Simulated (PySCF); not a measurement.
Magnetic susceptibility: `C#CP(c1cccnc1)C(F)(F)F`, C$_{8}$H$_{5}$F$_{3}$NP

Molfile (atoms numbered from 1):
```
C8H5F3NP
     RDKit          3D

 18 18  0  0  0  0  0  0  0  0999 V2000
   -2.3875    2.6489   -0.0969 C   0  0  0  0  0  0  0  0  0  0  0  0
   -1.8959    1.6487    0.3558 C   0  0  0  0  0  0  0  0  0  0  0  0
   -1.3162    0.2233    1.2109 P   0  0  0  0  0  0  0  0  0  0  0  0
    0.3538    0.0374    0.4772 C   0  0  0  0  0  0  0  0  0  0  0  0
    1.0773   -1.1190    0.7616 C   0  0  0  0  0  0  0  0  0  0  0  0
    2.3418   -1.2638    0.2178 C   0  0  0  0  0  0  0  0  0  0  0  0
    2.8401   -0.2332   -0.5661 C   0  0  0  0  0  0  0  0  0  0  0  0
    2.1664    0.8758   -0.8182 N   0  0  0  0  0  0  0  0  0  0  0  0
    0.9570    1.0118   -0.3151 C   0  0  0  0  0  0  0  0  0  0  0  0
   -2.1375   -0.9878   -0.0019 C   0  0  0  0  0  0  0  0  0  0  0  0
   -1.8154   -0.7709   -1.2849 F   0  0  0  0  0  0  0  0  0  0  0  0
   -3.4716   -0.9265    0.0842 F   0  0  0  0  0  0  0  0  0  0  0  0
   -1.7834   -2.2533    0.2753 F   0  0  0  0  0  0  0  0  0  0  0  0
   -2.7856    3.5133   -0.5439 H   0  0  0  0  0  0  0  0  0  0  0  0
    0.6532   -1.8916    1.3891 H   0  0  0  0  0  0  0  0  0  0  0  0
    2.9275   -2.1503    0.4044 H   0  0  0  0  0  0  0  0  0  0  0  0
    3.8244   -0.2913   -1.0112 H   0  0  0  0  0  0  0  0  0  0  0  0
    0.4427    1.9348   -0.5497 H   0  0  0  0  0  0  0  0  0  0  0  0
  1  2  3  0
  2  3  1  0
  3  4  1  0
  4  5  1  0
  5  6  2  0
  6  7  1  0
  7  8  2  0
  8  9  1  0
  3 10  1  0
 10 11  1  0
 10 12  1  0
 10 13  1  0
  9  4  2  0
  1 14  1  0
  5 15  1  0
  6 16  1  0
  7 17  1  0
  9 18  1  0
M  END
```

Level of theory: PySCF 2.14.0, GIAO B97-2/pcSseg-1 magnetisability, rotational g tensor and spin-rotation constants, non-relativistic, gas phase. Geometry: GFN2-xTB.

Problem. How diamagnetic is it, and how anisotropic?

Solution. Isotropic -1743 × 10⁻³⁰ J/T², or -105.0 × 10⁻⁶ cm³/mol; principal values -2412, -1438, -1378 × 10⁻³⁰ J/T², anisotropy 1005 × 10⁻³⁰ J/T² (root of half the summed squared differences of the principal values). The susceptibility is in cgs units.

Problem. Split it along the inertial axes a, b, c into diamagnetic and paramagnetic parts about the centre of mass, with the quadrupole moment.

Solution. 
```
axis  χ (10⁻⁶ cm³/mol)  diamagnetic (10⁻⁶ cm³/mol)  paramagnetic (10⁻⁶ cm³/mol)  summed x² of all electrons (Å²)  quadrupole Θ (D Å)
   a             -90.9                     -1102.1                       1011.2                            422.0               -1.79
   b             -95.6                     -2082.1                       1986.5                            191.0               +8.92
   c            -128.4                     -2600.5                       2472.1                             68.8               -7.13
```
Anisotropies 2χaa − χbb − χcc = +42.2 and 2χbb − χaa − χcc = +28.2 × 10⁻⁶ cm³/mol. Θ is traceless in Buckingham's convention.

Problem. And the rotational g tensor?

Solution. 
| axis | rotational constant (GHz) | g | nuclear part | electronic part |
| --- | --- | --- | --- | --- |
| a | 1.1627 | -0.0249 | 0.5274 | -0.5524 |
| b | 0.5697 | -0.0126 | 0.5191 | -0.5317 |
| c | 0.4533 | -0.0011 | 0.5254 | -0.5265 |

Asymmetric top; isotopes 12C, 19F, 1H, 14N, 31P; no vibrational averaging.
